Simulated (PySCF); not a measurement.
CH₄Al, SMILES [CH3][AlH], multiplicity 2. Atoms are numbered in the order given.

```xyz
6

Al     0.1389     0.7785     0.0000
C     -0.0431    -1.1780     0.0000
H     -0.6181    -1.4876     0.8809
H     -0.6181    -1.4876    -0.8809
H      0.9032    -1.7212     0.0000
H     -1.2133     1.6439     0.0000
```
Charge 0, spin multiplicity 2.

Coordinates come from a ωB97X-D3(BJ)/def2-TZVP optimisation. The multiplicity is an assumed one; other spin states were not compared. The isomer is the one that the SMILES or the coordinates give; other isomers of the formula were not compared.

Calculation: ωB97X/def2-TZVPD run with PySCF.

Mulliken values depend strongly on the basis, most of all with diffuse functions as here. ESP charges are fitted to the potential on shells at 1.4 to 2.0 van der Waals radii. Atomic charges (e):

| atom | Mulliken | meta-Löwdin | ESP fit | Mulliken spin |
|---|---|---|---|---|
| Al1 | 0.36 | 0.42 | ? | 0.79 |
| C2 | -0.83 | -0.64 | ? | 0.15 |
| H3 | 0.20 | 0.13 | ? | 0.01 |
| H4 | 0.20 | 0.13 | ? | 0.01 |
| H5 | 0.27 | 0.12 | ? | -0.02 |
| H6 | -0.19 | -0.15 | ? | 0.07 |

Fill in the missing entries. (The exact figures need the calculation; the answer reports its results.)


- Al1, ESP fit: 0.11
- C2, ESP fit: 0.14
- H3, ESP fit: -0.01
- H4, ESP fit: -0.01
- H5, ESP fit: -0.09
- H6, ESP fit: -0.14
